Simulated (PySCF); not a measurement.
# Ne²⁺ (neon, charge +2) across methods

[He] 2s2 2p3 3s1, high-spin 5S determinant (an excited configuration). Calculation: PySCF 2.14, in aug-cc-pCVQZ-DK; the spin-free X2C one-electron Hamiltonian (Gaussian nucleus).

| method | E (hartree) | mean ε 2s β (eV) | mean ε 2p α (eV) | mean ε 3s α (eV) | Σ⟨r²⟩ (bohr²) | ⟨S²⟩ |
| --- | --- | --- | --- | --- | --- | --- |
| LDA | -124.6166 | -85.613 | -71.769 | -21.508 | 11.08 | 6.000 |
| wB97X-V | -125.3528 | -91.637 | -77.686 | -24.306 | 11.16 | 6.001 |
| UHF | -125.14700 | -94.902 | -86.572 | -24.564 | 11.25 | 6.002 |
| BHandHLYP | -125.3772 | -91.653 | -79.293 | -23.017 | 11.11 | 6.001 |
| PBE | -125.2761 | -85.779 | -71.731 | -21.396 | 11.08 | 6.000 |
| PBE0 | -125.2943 | -88.555 | -75.621 | -22.284 | 11.11 | 6.001 |
| BP86 | -125.3667 | -86.143 | -71.779 | -21.545 | 11.09 | 6.000 |

Q: Estimate the same row for r2SCAN.

A: E (hartree) = -125.3422; mean ε 2s β (eV) = -86.248; mean ε 2p α (eV) = -73.387; mean ε 3s α (eV) = -21.545; Σ⟨r²⟩ (bohr²) = 11.19; ⟨S²⟩ = 6.001.

The outer electron is Rydberg-like, and this basis confines it to a smaller radius and binds it less than a complete one would.
